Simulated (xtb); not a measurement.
CH₂I₂, triplet, at the geometry of the source list (a higher spin typed on purpose: for a closed-shell molecule this is an excited state); GFN1-xTB (xtb 6.7.1).

xtb was given this input:
```
$ xtb mol.xyz --gfn 1 --uhf 2 --json

# file mol.xyz
5

I     -1.79350000     0.95800000    -0.02460000
C     -0.00220000    -0.21880000     0.00700000
I      1.81210000     0.92210000    -0.03590000
H     -0.00510000    -0.80190000     0.92030000
H     -0.01130000    -0.85940000    -0.86690000
```

It wrote (shortened):

```
   ID    Z sym.   atoms
    1   53 I      1, 3
    2    6 C      2
    3    1 H      4, 5

           -------------------------------------------------
          |                Calculation Setup                |
           -------------------------------------------------

           -------------------------------------------------
          |                 G F N 1 - x T B                 |
           -------------------------------------------------

          ...................................................
          :                      SETUP                      :
          :.................................................:
          :  # basis functions                  28          :
          :  # atomic orbitals                  26          :
          :  # shells                           12          :
          :  # electrons                        20          :
          :  # halogen bonds                     0          :
          :  max. iterations                   250          :
          :  Hamiltonian                  GFN1-xTB          :
          :  restarted?                      false          :
          :  GBSA solvation                  false          :
          :  PC potential                    false          :
          :  electronic temp.          300.0000000     K    :
          :  accuracy                    1.0000000          :
          :  -> integral cutoff          0.2500000E+02      :
          :  -> integral neglect         0.1000000E-07      :
          :  -> SCF convergence          0.1000000E-05 Eh   :
          :  -> wf. convergence          0.2000000E-04 e    :
          :  Broyden damping             0.4000000          :
          :  net charge                          0          :
          :  unpaired electrons                  2          :
          ...................................................

 iter      E             dE          RMSdq      gap      omega  full diag
   1    -10.9394086 -0.109394E+02  0.629E+00    0.92       0.0  T
   2    -10.9584891 -0.190805E-01  0.308E+00    0.85       1.0  T
   3    -10.9564933  0.199577E-02  0.182E+00    0.87       1.0  T
   4    -10.9187328  0.377605E-01  0.206E+00    0.87       1.0  T
   5    -10.9593364 -0.406036E-01  0.518E-01    0.85       1.0  T
   6    -10.9616742 -0.233772E-02  0.654E-02    0.85       1.0  T
   7    -10.9616956 -0.213963E-04  0.389E-02    0.85       1.1  T
   8    -10.9617090 -0.134162E-04  0.532E-03    0.85       8.4  T
[...]
         :: total energy             -10.914293122884 Eh    ::
[...]
        14                         -0.0916436              -2.4937
        15                         -0.0852371              -2.3194
        16                         -0.0781491              -2.1265
        17                         -0.0769281              -2.0933
        18                         -0.0754323              -2.0526
        19                         -0.0598236              -1.6279
        20                         -0.0582211              -1.5843
        21                         -0.0296679              -0.8073
        22                         -0.0031164              -0.0848
       ...                                ...                  ...
        26                          0.3969051              10.8003
      -------------------------------------------------------------
                  HL-Gap            0.0313623 Eh            0.8534 eV
             Fermi-level           -0.3290787 Eh           -8.9547 eV

  Mulliken/CM5 charges         n(s)   n(p)   n(d)
     1I     0.01752  0.03368   1.995  4.833  0.154
     2C    -0.06461 -0.20330   1.176  2.888  0.000
     3I     0.01749  0.03365   1.995  4.833  0.155
     4H     0.01480  0.06798   0.985  0.000  0.000
     5H     0.01480  0.06798   0.985  0.000  0.000

Wiberg/Mayer (AO) data.
largest (>0.10) Wiberg bond orders for each atom

 ---------------------------------------------------------------------------
     #   Z sym  total        # sym  WBO       # sym  WBO       # sym  WBO
 ---------------------------------------------------------------------------
     1  53 I    1.373 --     2 C    0.887     3 I    0.437
     2   6 C    3.733 --     5 H    0.980     4 H    0.980     1 I    0.887
                             3 I    0.887
     3  53 I    1.373 --     2 C    0.887     1 I    0.437
     4   1 H    1.033 --     2 C    0.980
     5   1 H    1.033 --     2 C    0.980
 ---------------------------------------------------------------------------

Topologies differ in total number of bonds
Writing topology from bond orders to xtbtopo.mol

 dipole moment from electron density (au)
     X       Y       Z
  -0.0051  -0.4775   0.0154  total (Debye):    1.214

           -------------------------------------------------
          | TOTAL ENERGY              -10.914293122884 Eh   |
          | GRADIENT NORM               0.080507546946 Eh/α |
          | HOMO-LUMO GAP               0.853411737667 eV   |
           -------------------------------------------------

normal termination of xtb
```
